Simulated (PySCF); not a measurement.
Radial density of V (vanadium, neutral)

UHF, [Ar] 3d2 4s2 5s1, 5s spin antiparallel (an excited configuration). All numbers are calculated (PySCF 2.14, scalar relativity by spin-free X2C-1e, in x2c-TZVPPall with one added diffuse shell each of s, p, d, f type (7s6p5d3f1g, 80 functions)).

```
r (bohr)  4πr²ρ (e/bohr)  4πr²(ρα − ρβ)
 0.00125          0.2033         0.0000
 0.00210          0.5193         0.0000
 0.00354           1.308         0.0000
 0.00595           3.163         0.0000
  0.0100           7.131        -0.0001
  0.0168           14.24        -0.0002
  0.0283           23.27        -0.0002
  0.0477           27.47         0.0001
  0.0802           22.36         0.0023
   0.135           23.02         0.0164
   0.227           29.72         0.1124
   0.381           14.59         0.5503
   0.642           10.08         1.4049
    1.08           8.997         1.4833
    1.82           1.976         0.5198
    3.05          0.8305         0.0306
    5.14          0.1541        -0.0527
    8.64          0.1588        -0.1582
    14.5         0.01526        -0.0152
```

Densities and radii are taken from the X2C orbitals without a picture-change correction, which distorts them close to the nucleus.

The outer electron is Rydberg-like, and this basis confines it to a smaller radius and binds it less than a complete one would. With the s spin flipped the determinant is a mixture of two multiplicities, not a spectroscopic state.
